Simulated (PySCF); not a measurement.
SMILES CC[SiH](N)C (C3H11NSi), GFN2-xTB optimised geometry.

```
16

Si     0.08    -0.30     0.00
C     -0.73     1.43     0.00
N      1.81    -0.30     0.00
C     -0.44    -1.26    -1.56
C     -1.94    -1.48    -1.65
H     -0.30    -1.01     1.23
H     -0.53     1.97    -0.92
H     -0.35     2.03     0.82
H     -1.81     1.37     0.11
H      2.30    -0.21    -0.87
H      2.29     0.21     0.72
H      0.06    -2.23    -1.57
H     -0.10    -0.74    -2.46
H     -2.30    -2.03    -0.79
H     -2.20    -2.06    -2.55
H     -2.47    -0.53    -1.70
```

Density from PBE0/def2-TZVP in PySCF at that geometry.

Minimum of the electron density along straight lines between bonded atoms, close to the bond critical point (lines longer than 1.1 times the sum of covalent radii, or with two minima, are not listed):

```
bond    length / Å  ρ at the minimum / e bohr⁻³  ∇²ρ there / e bohr⁻⁵  position (fraction from the first atom)
------  ----------  ---------------------------  --------------------  ---------------------------------------
Si1–C2       1.908                        0.116                  0.15                                     0.39
Si1–N3       1.729                        0.131                  0.56                                     0.40
Si1–C4       1.904                        0.119                  0.15                                     0.39
C4–C5        1.523                        0.242                 -0.58                                     0.50
Si1–H6       1.470                        0.124                  0.18                                     0.49
C2–H7        1.087                        0.273                 -0.91                                     0.64
C2–H8        1.087                        0.273                 -0.91                                     0.64
C2–H9        1.086                        0.274                 -0.91                                     0.64
N3–H10       1.007                        0.337                 -1.65                                     0.74
N3–H11       1.007                        0.338                 -1.65                                     0.74
C4–H12       1.090                        0.275                 -0.92                                     0.64
C4–H13       1.092                        0.273                 -0.91                                     0.63
C5–H14       1.088                        0.280                 -0.96                                     0.64
C5–H15       1.089                        0.278                 -0.95                                     0.64
C5–H16       1.088                        0.279                 -0.96                                     0.64
```
